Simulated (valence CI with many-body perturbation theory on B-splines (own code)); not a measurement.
Sensitivity of CI+MBPT for Sm⁵⁶⁺

Calculated by configuration interaction combined with many-body perturbation theory (CI+MBPT): four valence electrons over a frozen Dirac-Fock core [He], a basis of 6 s, 6 p, 5 d, 3 f, 1 g functions for each j, with the one-electron correlation potential Σ1, the two-electron term Σ2, the three-electron term Σ3, Breit, model QED; selected CI, second order for the rest, scaled by the run's own slope (own B-spline code, finite nucleus).

The last digits are not significant, and no measured levels were compared; by estimate large intervals hold to a few tenths of a per cent, small ones and those within an open d or f shell to about a per cent.

The reference run has the lowest level (2s^2 2p1/2^2) J=0 and an ionisation energy of 12265.3 eV. Its largest variational space holds 9793 state functions.

Levels are named by their leading jj configuration (3d3/2^4 stands for four electrons in 3d with j = 3/2), which in mixed levels can hold well under half, so a name can repeat and another be missing. Letters in brackets count levels of one name in rising energy.

```
                     Level  Reference (cm⁻¹)  Shift (cm⁻¹)
    (2s^2 2p1/2 2p3/2) J=1           5044380         -1915
    (2s^2 2p1/2 2p3/2) J=2           5182980          -561
    (2s 2p1/2^2 2p3/2) J=2           6887350          -729
    (2s 2p1/2^2 2p3/2) J=1           7459680         +3109
        (2s^2 2p3/2^2) J=2          10357300         -2024
        (2s^2 2p3/2^2) J=0          10752400          -554
(2s 2p1/2 2p3/2^2) J=2 [a]          11754600         -3704
    (2s 2p1/2 2p3/2^2) J=3          12074600          -935
    (2s 2p1/2 2p3/2^2) J=0          12447500          +894
(2s 2p1/2 2p3/2^2) J=1 [a]          12593500         +1170
(2s 2p1/2 2p3/2^2) J=2 [b]          12675500         +2703
(2s 2p1/2 2p3/2^2) J=1 [b]          12702400         +2306
```

The ionisation energy moves by -1.0 eV.

Question: Which of these changes was made?
A. highest l in the core sums 6 → 3
B. Breit term on → off; QED terms on → off
C. natural orbitals for correlation on → off

Answer: C. natural orbitals for correlation on → off.
